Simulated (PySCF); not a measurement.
**A small calculation by hand: refractive index and permittivity of the vapour**

prop-1-ynylcyclopropane (C6H8), SMILES CC#CC1CC1.

Geometry: B3LYP-D3(BJ)/def2-SVP.

PBE/def2-TZVP run with PySCF gives a mean static polarisability of 73.3 bohr³ and a dipole moment of 0.15 D. Take an ideal gas at 298.15 K and 0.1 bar, whether or not the substance is that volatile.

Question: Work out n − 1 in the optical limit and the static ε − 1.

Answer: 
Polarisability volume α' = 73.3 × 0.148185 = 10.86 Å³. Number density N = p/kT = 2.43e-6 Å⁻³.
Dilute limit of Lorentz–Lorenz: n − 1 = 2π N α' = 0.00017.
Orientation term of Debye: μ²/(3kT) = 8.098 Å³ × μ²(D²) = 0.18 Å³.
ε − 1 = 4π N (α' + μ²/3kT) = 0.00034. Orientation of the dipole supplies 2 % of the static response; it can't follow optical fields. Vibrational polarisation and dispersion are left out.
